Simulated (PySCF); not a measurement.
**C₆ coefficients of unlike pairs at B97-3**

Calculated with PySCF 2.14 from the dipole response of each species, C₆(A,B) = (3/π) ∫ α_A(iu) α_B(iu) du, in atomic units, from isotropic polarisabilities. For ions this is the dispersion term alone; charge-induced terms of lower order in 1/R come first.

```csv
species,configuration,basis,relativity,α (bohr³),C₆ (like pair)
N+,[He] 2s2 2p2 (3P),aug-cc-pwCVQZ (9s8p6d4f2g),none,3.773,8.069
Ru(3+),[Kr] 4d5 (6S),def2-TZVPPD with the def2 core potential (28 electrons) (6s4p3d2f1g),core potential,4.545,20.70
Se(3+),[Ar] 3d10 4s2 4p1 (2P),aug-cc-pwCVDZ-PP with ECP10MDF (6s5p4d1f),core potential,6.468,22.27
Hg(2+),[Xe] 4f14 5d10 (1S),def2-TZVPPD with the def2 core potential (60 electrons) (6s6p3d2f1g),core potential,6.877,42.57
```

(1) Estimate C₆ for Se(3+) with Ru(3+).

No spin-orbit coupling is included.

The other pairs:

| pair | C₆ |
| --- | --- |
| Hg(2+), Ru(3+) | 29.67 |
| Se(3+), N+ | 13.37 |
| Ru(3+), N+ | 12.50 |
| Hg(2+), Se(3+) | 29.60 |
| Hg(2+), N+ | 18.02 |

Answers

(1) The integral gives 20.49. The combination rule 2 C_A C_B / (C_A α_B/α_A + C_B α_A/α_B) gives 20.44 and the geometric mean 21.47.
